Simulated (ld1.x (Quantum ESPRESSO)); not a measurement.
# Configuration tests for He (Z = 2) (TM)

helium, norm-conserving Troullier–Martins (Kleinman–Bylander form), made with ld1.x (Quantum ESPRESSO) 7.5 (Wu–Cohen, scalar-relativistic). Core none, reference 1s0.5 (charge +1.5). Waves: 2p channel at 0.5 Ry: rc 0.30 bohr; 1s (bound): rc 0.35 bohr. Local part: the s channel. Core correction: none.

Energies are relative to the spin-unpolarised reference configuration 1s0.5; without spin polarisation the order of configurations can differ from experiment.

```
valence configuration  charge  ΔE all-electron (eV)  error AE − PS (meV)
                  1s2       0               -49.434                 +3.9
                  1s1      +1               -22.682                 +1.3
                1s1.5    +0.5               -38.971                 +2.8
```

Levels in the configuration 1s2:

```tsv
level	all-electron (eV)	pseudo (eV)
1s	-15.612	-15.614
```
